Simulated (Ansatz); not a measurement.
Si2Cl3OH3⁺, that is (Cl)3Si-O-SiH3 with one electron fewer. The state is a doublet with charge 1. Geometry PBE-D4/def2-SVP.

```xyz
9

Si    1.529   -0.283    0.284
Cl    2.704    1.207   -0.480
Cl    2.096   -2.133   -0.377
Cl    1.507   -0.215    2.318
O     0.019   -0.028   -0.370
Si   -1.649    0.298   -0.286
H    -2.291   -0.810   -1.103
H    -2.097    0.403    1.131
H    -1.819    1.560   -1.117
```

At PBE-D4/def2-TZVP the gap within one spin of the relaxed charge 1 doublet nearly closes, so an electron or hole may be smeared out by delocalisation error.

Problem. Estimate the α-spin orbital energies around the gap (eV) in Ansatz with PBE-D4/def2-TZVP, PBE0-D4/def2-TZVP.

Solution. 
```json
{"orbital": "HOMO−5", "PBE-D4/def2-TZVP": "-13.57", "PBE0-D4/def2-TZVP": "-15.10"}
{"orbital": "HOMO−4", "PBE-D4/def2-TZVP": "-13.49", "PBE0-D4/def2-TZVP": "-14.93"}
{"orbital": "HOMO−3", "PBE-D4/def2-TZVP": "-13.41", "PBE0-D4/def2-TZVP": "-14.91"}
{"orbital": "HOMO−2", "PBE-D4/def2-TZVP": "-13.08", "PBE0-D4/def2-TZVP": "-14.60"}
{"orbital": "HOMO−1", "PBE-D4/def2-TZVP": "-12.93", "PBE0-D4/def2-TZVP": "-14.17"}
{"orbital": "HOMO", "PBE-D4/def2-TZVP": "-12.77", "PBE0-D4/def2-TZVP": "-13.95"}
{"orbital": "LUMO", "PBE-D4/def2-TZVP": "-6.36", "PBE0-D4/def2-TZVP": "-5.40"}
{"orbital": "LUMO+1", "PBE-D4/def2-TZVP": "-5.76", "PBE0-D4/def2-TZVP": "-4.82"}
{"orbital": "LUMO+2", "PBE-D4/def2-TZVP": "-4.64", "PBE0-D4/def2-TZVP": "-3.82"}
{"orbital": "LUMO+3", "PBE-D4/def2-TZVP": "-4.54", "PBE0-D4/def2-TZVP": "-3.68"}
{"orbital": "LUMO+4", "PBE-D4/def2-TZVP": "-4.51", "PBE0-D4/def2-TZVP": "-3.59"}
{"orbital": "LUMO+5", "PBE-D4/def2-TZVP": "-4.48", "PBE0-D4/def2-TZVP": "-3.40"}
{"orbital": "β HOMO", "PBE-D4/def2-TZVP": "-12.64", "PBE0-D4/def2-TZVP": "-13.86"}
{"orbital": "β LUMO", "PBE-D4/def2-TZVP": "-12.57", "PBE0-D4/def2-TZVP": "-12.49"}
```
